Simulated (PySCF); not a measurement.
# Shifts of the heteroatoms

Bonds (- single, = double, # triple, : aromatic): C1-O2, O2-C3, C3-C4, C4-C5, C5-C6, C6=O7, C6-Cl8, C5-C9, C9-C3. C1 carries H10, H11, H12; C3 carries H13; C4 carries H14, H15; C5 carries H16; C9 carries H17, H18. Stereochemistry as in CO[C@H]1C[C@@H](C(=O)Cl)C1. H14, H17 are cis to O2 on the ring; H15, H18 are trans to O2 on the ring.

[PySCF 2.14.0 with density-fitted response routines: structure optimised with GFN2-xTB; GIAO PBE0/pcSseg-1 shieldings; one conformer; in vacuum; rapidly exchanging positions averaged; non-relativistic]

Predict the $^{17}$O NMR data.

Results:


| atoms | environment | σ (ppm) | δ (ppm) |
| --- | --- | --- | --- |
| O7 | carbonyl oxygen | -243.7 | 488.7 |
| O2 | ether oxygen | 280.7 | 11.0 |

Shieldings were converted by a linear fit to measured shifts: $^{17}$O (scatter 10.7 ppm rms, 12.2 ppm with the 3 outliers that the fit left out vs liquid water, solution or neat liquid). A few per cent of atoms miss by over 2 rms, more outside the fitted compound classes.

On a 600 MHz spectrometer $^{17}$O resonates near 81.3 MHz, so 1 ppm is 81.3 Hz.
